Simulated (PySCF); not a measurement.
C10H7N3, SMILES C1=CC2=CC=CC3=NC=NC(=C1)N23. The structure is a stationary point at PBE0-D3(BJ)/def2-SVP.

All values below come from PBE0-D3(BJ)/def2-SVP (PySCF).

Harmonic wavenumbers (cm⁻¹): 126, 136, 220, 244, 452, 471, 480, 486, 487, 495, 518, 601, 660, 702, 703, 759, 788, 792, 832, 855, 863, 880, 886, 1006, 1012, 1020, 1034, 1081, 1099, 1111, 1133, 1181, 1196, 1258, 1273, 1281, 1327, 1354, 1402, 1439, 1457, 1551, 1568, 1663, 1666, 1718, 1719, 3172, 3219, 3219, 3247, 3251, 3268, 3268. Rotational constants (GHz): 1.171, 1.151, 0.5805; symmetry number 2.

Task: Work out the zero-point energy and the ideal-gas rigid-rotor harmonic-oscillator thermochemistry at 298.15 K and 1 atm.

Result: ZPE = ½ Σ hcν = ½ × 67631 cm⁻¹ = 96.68 kcal/mol. H − E(el) = 102.49 kcal/mol. Entropy in cal/(mol K): translation 41.29, rotation 29.02, vibration 18.29, total 88.59. G − E(el) = 76.07 kcal/mol. Cp = 37.04 cal/(mol K). Modes under 150 cm⁻¹ make the vibrational entropy uncertain.
